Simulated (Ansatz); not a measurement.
A single point on CH₅NS₂Sn, SMILES `[NH2][SnH]1[S]C[S]1`.

```yaml
crystal:
  periodic: [false, false, false]
  atoms:
    - {symbol: N, position_ang: [-2.240418, -0.695764, -0.100990]}
    - {symbol: Sn, position_ang: [-0.249936, -0.938430, -0.105471]}
    - {symbol: S, position_ang: [0.815844, 0.279836, 1.654974]}
    - {symbol: C, position_ang: [1.689218, 1.162602, 0.308304]}
    - {symbol: S, position_ang: [1.128982, 0.600708, -1.340230]}
    - {symbol: H, position_ang: [-2.562974, 0.254746, -0.217728]}
    - {symbol: H, position_ang: [-2.764036, -1.309670, -0.709526]}
    - {symbol: H, position_ang: [0.010711, -2.614167, -0.291298]}
    - {symbol: H, position_ang: [1.496687, 2.230779, 0.404936]}
    - {symbol: H, position_ang: [2.758921, 0.978161, 0.400030]}
basis:
  gaussian: {orbitals: def2-TZVPP}
hamiltonian: {xc: pbe}
correlation: {method: rpa}
```

```sh
$ ansatz run in.yaml --threads 4 --pin off --events-out ev --progress --plain
```

Shortened log:

```
Functional definition: PBE
1721 factors; integrals over basis functions are off by at most 1.1e-3 eV
mean field evaluation 1: about -30084.2840 eV, gradient 9.0e1 eV
mean field evaluation 2: about -30084.2740 eV, gradient 9.0e1 eV
mean field evaluation 4: about -30096.4820 eV, gradient 4.1e1 eV
mean field evaluation 8: about -30101.0521 eV, gradient 8.0e-1 eV
mean field evaluation 16: about -30101.0517 eV, gradient 4.0e-3 eV
mean field -30101.05175003 eV, -1106.1932485880 hartree, gradient 1.7e-6 eV, S^2 0.000000; 0 other end points of the search recorded, 0 dependent functions left out
16 core orbitals not correlated: weight in the atoms' cores, before any rotation towards them, 1.000 or more for the frozen orbitals, at most 0.000 for the correlated occupied ones
reference -30032.34542342 eV, -1103.6683376557 hartree; 20, 20 occupied and 230, 230 virtual orbitals, 1721 factors
Total energy: -30077.35417931 eV, -1105.3223789268 hartree
```

Run time 4 s (4 threads of a server CPU on a shared host); peak host memory 0.73 GiB.
